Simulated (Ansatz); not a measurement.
Cost and result up the ladder for Hg₂F₃ (the lowest doublet isomer of a short search) (5 atoms). Charge 0, multiplicity 2. Geometry: PBE0-D4/def2-SVP.

```tsv
atom	x (Å)	y (Å)	z (Å)
Hg1	-0.7225	-1.4476	-1.9351
Hg2	-0.0150	0.6842	0.9000
F3	1.3950	1.4548	1.9691
F4	-1.6079	-0.0041	-0.0683
F5	0.9504	-0.6873	-0.8656
```

Ansatz on 4 threads of Intel Xeon 6975P-C on a shared host. Times are rough, and most runs start from the orbitals of an earlier one. PBE0-D4/def2-TZVP serves as the yardstick here, not as an exact answer. Differences are given only for rows in sets of like size (and for xTB, whose basis is part of the method), since another set adds its own error. Binding counts from free atoms at the same level (Hg singlet, F doublet; other spins of the atoms weren't run), without zero-point energy or a counterpoise term.

In the def2 sets Hg takes a core potential; there is no spin–orbit coupling. B3LYP takes the VWN-RPA correlation. Correlated methods freeze 3 core orbitals; core or outer-core shells of Hg are correlated, in sets that lack core-valence functions. The rows differ in basis, and correlated rows in double-zeta sets carry the largest basis error. The structure comes from a short search, and lower isomers may exist.

Correlated methods converge slowly with the basis, most of all in double-zeta sets.

```json
{"level": "LDA (SPW92)/def2-TZVP", "functions": "179", "wall time": "0.85 s", "binding energy per atom (eV)": "2.09", "difference from PBE0-D4/def2-TZVP (eV)": "0.64"}
{"level": "PBE-D4/def2-SVP", "functions": "106", "wall time": "0.9 s", "binding energy per atom (eV)": "1.63", "difference from PBE0-D4/def2-TZVP (eV)": "–"}
{"level": "PBE0-D4/def2-SVP", "functions": "106", "wall time": "1.2 s", "binding energy per atom (eV)": "1.43", "difference from PBE0-D4/def2-TZVP (eV)": "–"}
{"level": "PBE-D4/def2-TZVP (with forces)", "functions": "179", "wall time": "1.6 s", "binding energy per atom (eV)": "1.63", "difference from PBE0-D4/def2-TZVP (eV)": "0.18"}
{"level": "MP2/def2-TZVP", "functions": "179", "wall time": "2.2 s", "binding energy per atom (eV)": "1.43", "difference from PBE0-D4/def2-TZVP (eV)": "-0.03"}
{"level": "B3LYP-D4/def2-TZVP", "functions": "179", "wall time": "2.3 s", "binding energy per atom (eV)": "1.45", "difference from PBE0-D4/def2-TZVP (eV)": "-0.01"}
{"level": "PBE0-D4/def2-TZVP", "functions": "179", "wall time": "2.4 s", "binding energy per atom (eV)": "1.45", "difference from PBE0-D4/def2-TZVP (eV)": "0.00"}
{"level": "r2SCAN-D4/def2-TZVP", "functions": "179", "wall time": "2.6 s", "binding energy per atom (eV)": "1.57", "difference from PBE0-D4/def2-TZVP (eV)": "0.12"}
{"level": "B97M-V/def2-TZVP", "functions": "179", "wall time": "4.5 s", "binding energy per atom (eV)": "1.56", "difference from PBE0-D4/def2-TZVP (eV)": "0.11"}
{"level": "CCSD(T)/def2-SVP", "functions": "106", "wall time": "45 s", "binding energy per atom (eV)": "1.21", "difference from PBE0-D4/def2-TZVP (eV)": "–"}
```
